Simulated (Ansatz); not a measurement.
Input for Ansatz (a quantum-chemistry and plane-wave program): R-B3LYP/def2-TZVPP on CH2O (SMILES [CH]O).

Ansatz 0.2 input:
```yaml
crystal:
  periodic: [false, false, false]
  atoms:
    - {symbol: C, position_ang: [0.62644487, 0.54950909, -0.00418751]}
    - {symbol: O, position_ang: [-0.67175031, 0.42398797, 0.01015716]}
    - {symbol: H, position_ang: [1.06284402, -0.48198043, -0.01520662]}
    - {symbol: H, position_ang: [-1.01753857, -0.49151664, 0.00923698]}
basis:
  gaussian:
    orbitals: def2-TZVPP
hamiltonian:
  xc: {name: B3LYP}
scf: {lower_state_search: off}
```

The head of its log:

```
WARN ansatz: RAYON_NUM_THREADS=2 ignored (pool sized by the plan → 2); use --threads N
Functional definition: B3LYP
these checks for a lower state are left out or cut short: stability, starts, cluster_reference, orbital_swaps, neighbouring_geometries, increment
integrals: 0.01 GiB planned
449 factors; their error is unknown
mean field: 0.18 GiB planned
mean field evaluation 1: about -3111.9045 eV, gradient 3.9e1 eV
mean field evaluation 2: about -3108.8484 eV, gradient 5.8e1 eV
```

Task: Predict the final total energy.

Result: -114.4637 hartree.
